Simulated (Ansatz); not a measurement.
Ideal-gas functions of `[NH2][Sn]([OH])([F])[SH]` at 298.15 K and 1 bar, from an Ansatz frequency run at PBE0-D4/def2-TZVP.

Molar mass 203.81 g/mol, point group C1 (symmetry number 1), electronic degeneracy 1, moments of inertia 177.622, 287.241, 303.982 u Å². Harmonic wavenumbers (cm⁻¹, unscaled): 59, 120, 130, 143, 165, 175, 201, 226, 372, 515, 603, 649, 665, 721, 845, 882, 1558, 2705, 3553, 3655, 3890.

Use S(trans) = R[1.5 ln M + 2.5 ln T − 1.1517]; rotational temperatures θ = 24.2544 K / I; S(rot) = R[ln(√π/σ · √(T³/θAθBθC)) + 1.5]; for each mode x = 1.438777 ν̃/T, S = R[x/(eˣ − 1) − ln(1 − e⁻ˣ)] and H = RT x/(eˣ − 1); 1 cm⁻¹ = 0.0119627 kJ/mol; R = 8.31446 J/(mol·K).

Q: By hand: the entropy, in J/(mol·K).

A: Translation 175.2. Rotation: θ = 0.1366, 0.0844, 0.0798 K, giving 117.4. Vibration, mode by mode: 18.79, 12.97, 12.33, 11.56, 10.43, 9.96, 8.89, 7.99, 4.48, 2.60, 1.86, 1.56, 1.47, 1.18, 0.73, 0.63, 0.04, 0.00, 0.00, 0.00, 0.00, in all 107.5. Electronic 0.0. Sum 400.1 J/(mol·K).

Q: By hand: H − E and G − E in kJ/mol, counted from the electronic energy.

A: Zero-point energy ½ × 21832 × 0.0119627 = 130.6; thermal vibration 16.7; translation, rotation and pV give 4 RT = 9.9. H − E = 157.2 kJ/mol, and G − E = 157.2 − 298.15 × 400.1/1000 = 37.9 kJ/mol.

Vibration gives 27 % of the entropy, 55.6 J/(mol·K) of it from the modes under 150 cm⁻¹: soft modes count most, and the harmonic formula is weakest for them. The sum counts one conformer and one mirror image; others add a mixing term.
